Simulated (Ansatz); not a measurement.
`C[O][Ti]([F])([F])[F]` + H₂Se → `[F][Ti]([F])([F])[SeH]` + CH₃OH at 400 K and 1 bar (ligand exchange at a Ti–O bond).

Gas-phase electronic energies from Ansatz, PBE0-D4/def2-TZVP geometries. CBS: MP2 limit from def2 TZ/QZ plus the TZ coupled-cluster correction, frozen cores. This one scheme is used for every species. For Se, Ti outer-core shells are correlated without core-valence functions, which leaves a few kJ/mol of doubt a bond. Scalar relativity is left out up to krypton. One conformer a species, not always the lowest.

| species | CCSD(T)/CBS energy (Eh) | H − E (kJ/mol) | S (J/(mol·K)) |
| --- | --- | --- | --- |
| `C[O][Ti]([F])([F])[F]` | -1263.58612 | 165.3 | 424.1 |
| H₂Se | -2401.89790 | 49.4 | 229.5 |
| `[F][Ti]([F])([F])[SeH]` | -3549.84726 | 72.0 | 402.7 |
| CH₃OH | -115.61712 | 151.2 | 252.6 |

H − E and S are ideal-gas, rigid-rotor, harmonic terms from PBE0-D4/def2-TZVP, for one conformer and one mirror image of each species. 1 Eh = 2625.50 kJ/mol, R = 8.31446 J/(mol·K).

By hand: ΔE, ΔH, ΔS and ΔG.

ΔE = (-3549.84726) + (-115.61712) − (-1263.58612) − (-2401.89790) = 0.01964 Eh = 51.6 kJ/mol. Δ(H − E) = 72.0 + 151.2 − 165.3 − 49.4 = 8.5, so ΔH = 60.1 kJ/mol. ΔS = 402.7 + 252.6 − 424.1 − 229.5 = 1.7 J/(mol·K). ΔG = 60.1 − 400 × (1.7)/1000 = 59.4 kJ/mol.

By hand: the equilibrium constant, and the temperature at which ΔG would vanish if ΔH and ΔS stayed fixed.

log₁₀ K = −ΔG/(RT ln 10) = -7.8. ΔG = 0 at ΔH/ΔS = 35353 K, far beyond where these terms or the molecules hold.

The number of gas molecules stays the same, so ΔS is small and ΔH decides. A doubt of 5 kJ/mol in ΔE shifts log₁₀ K by 0.7 here. Other conformers and mirror images would add mixing entropy, several J/(mol·K) or more a flexible species. Modes under 60 cm⁻¹, often nearly free rotors, make the harmonic entropy too high. These are equilibria of isolated gas molecules and say nothing of rates. Largest T1 diagnostic: 0.023 (customary marks: 0.02 for closed shells, 0.045 for open ones).
